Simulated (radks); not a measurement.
Values are calculated unless marked as measured or tabulated.
All-electron atom: the manganese ion Mn+ in [Ar] 3d3 4s2 4p1 (not the ground configuration).

Level of theory: scalar-relativistic Kohn-Sham, PBE, spin-polarised, spherical densities, point nucleus; open shells are filled with parallel spins first (a radial shooting solver on a logarithmic mesh with Libxc functionals).

Energy parts (hartree):
total: -1157.38129
kinetic: 1170.24621
electron-nucleus: -2743.97765
Hartree: 467.56376
exchange-correlation: -51.21360

Orbitals (lengths in bohr, moments of r in powers of bohr; <r^-3> diverges for s and p1/2; r(max) is where P^2 peaks):
1s up: occ. 1; eigenvalue (hartree) -237.1497; <r^2> 0.004989; r(max) 0.03987; <r^4> 0.00006404
1s down: occ. 1; eigenvalue (hartree) -237.1484; <r^2> 0.004989; r(max) 0.03987; <r^4> 0.00006403
2s up: occ. 1; eigenvalue (hartree) -28.30281; <r^2> 0.09236; r(max) 0.2326; <r^4> 0.01492
2s down: occ. 1; eigenvalue (hartree) -28.24281; <r^2> 0.09207; r(max) 0.2324; <r^4> 0.01482
2p up: occ. 3; eigenvalue (hartree) -24.10982; <r^-3> 417.4; <r^2> 0.07528; r(max) 0.1885; <r^4> 0.01156
2p down: occ. 3; eigenvalue (hartree) -24.06331; <r^-3> 418.6; <r^2> 0.07497; r(max) 0.1884; <r^4> 0.01145
3s up: occ. 1; eigenvalue (hartree) -4.05702; <r^2> 0.8023; r(max) 0.7303; <r^4> 1.026
3s down: occ. 1; eigenvalue (hartree) -3.91621; <r^2> 0.8083; r(max) 0.7313; <r^4> 1.046
3p up: occ. 3; eigenvalue (hartree) -2.88873; <r^-3> 54.67; <r^2> 0.8981; r(max) 0.7426; <r^4> 1.375
3p down: occ. 3; eigenvalue (hartree) -2.75090; <r^-3> 53.87; <r^2> 0.9093; r(max) 0.7442; <r^4> 1.419
3d up: occ. 3; eigenvalue (hartree) -1.06944; <r^-3> 5.140; <r^2> 1.261; r(max) 0.7219; <r^4> 3.575
3d down: occ. 0; eigenvalue (hartree) -0.93813; <r^-3> 4.988; <r^2> 1.335; r(max) 0.7286; <r^4> 4.118
4s up: occ. 1; eigenvalue (hartree) -0.60953; <r^2> 6.915; r(max) 2.156; <r^4> 73.85
4s down: occ. 1; eigenvalue (hartree) -0.55328; <r^2> 7.264; r(max) 2.192; <r^4> 82.30
4p up: occ. 1; eigenvalue (hartree) -0.38934; <r^-3> 4.807; <r^2> 9.928; r(max) 2.522; <r^4> 157.8
4p down: occ. 0; eigenvalue (hartree) -0.34267; <r^-3> 4.367; <r^2> 10.72; r(max) 2.582; <r^4> 185.8

The highest occupied level is 4p up at -10.594 eV. The configuration is held as typed, so some empty levels lie below it. The density falls to 0.001 e/bohr^3 at r = 4.35 bohr. Spin moment in Bohr magnetons: 4.
